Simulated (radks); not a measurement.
Isoelectronic series with 2 electrons, all held in the configuration [He], which need not be the ground one along the series. Method: scalar-relativistic Kohn-Sham, LDA (Slater exchange, Perdew-Wang correlation), spin-polarised, spherical densities, finite nucleus; Fermi nuclear charge, rms radius of each element as measured or else 0.836 A^(1/3) + 0.57 fm; computed with a radial shooting solver on a logarithmic mesh with Libxc functionals. Total energies (hartree) and mean radii <r> (bohr):

| ion | E (hartree) | 1s |
|---|---|---|
| He | -2.83459 | 0.9593 |
| B3+ | -21.74910 | 0.3285 |
| O6+ | -58.67502 | 0.1981 |
| Si12+ | -186.85349 | 0.1102 |
| Cl15+ | -278.30011 | 0.09011 |
| Ca18+ | -388.15806 | 0.07615 |
| V21+ | -516.59247 | 0.06587 |
| Fe24+ | -663.79841 | 0.05799 |
| Cu27+ | -830.00248 | 0.05174 |
| Ge30+ | -1015.46440 | 0.04667 |
| Br33+ | -1220.48041 | 0.04246 |
| Sr36+ | -1445.38400 | 0.03891 |
| Nb39+ | -1690.54868 | 0.03587 |
| Ru42+ | -1956.39154 | 0.03324 |
| Ag45+ | -2243.38272 | 0.03093 |
| Sn48+ | -2552.03700 | 0.02890 |
| I51+ | -2882.93205 | 0.02708 |
| Ba54+ | -3236.7080 | 0.02545 |
| Pr57+ | -3614.0790 | 0.02397 |
